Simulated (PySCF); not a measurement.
Vibration and rotation of TlCd

PBE constants of TlCd, ²Π (doublet), unpaired electrons π ↑ (PySCF, scalar-relativistic core potentials, basis sets Tl def2-SVP with ECP60, Cd def2-SVP with ECP28; masses 204.9744 and 113.9034 u):

| Property | Result |
| --- | --- |
| ωe | 74.1 cm⁻¹ |
| ωexe | 0.501 cm⁻¹ |
| Be | 0.024276 cm⁻¹ |
| αe | 0.000170 cm⁻¹ |
| De to Tl + Cd | 0.313 eV |

(1) What force constant and bond length do these constants imply?

(2) Estimate the centrifugal constant D from the Kratzer relation and find the Dunham coefficient a1.

The bond is weak. Basis-set superposition, not corrected here, can be much of De in a small basis, most of all at correlated wavefunction levels. Functionals without a dispersion term scatter widely for such bonds, and LDA overbinds them. These are scalar-relativistic numbers at best; spin–orbit coupling would shift them, the dissociation energy most. The state is the lowest determinant that a PBE0 search found; another state may lie lower at other levels.

Results:

(1) Reduced mass μred = 73.217 u; k = 5.8918×10⁻⁷·μred·ωe² (u, cm⁻¹, mdyn/Å) = 0.237 mdyn/Å; Re = √(16.8576/(μred·Be)) (u, cm⁻¹, Å) = 3.080 Å.

(2) D = 4Be³/ωe² = 1.04e-08 cm⁻¹; a1 = −1 − αeωe/(6Be²) = -4.56.
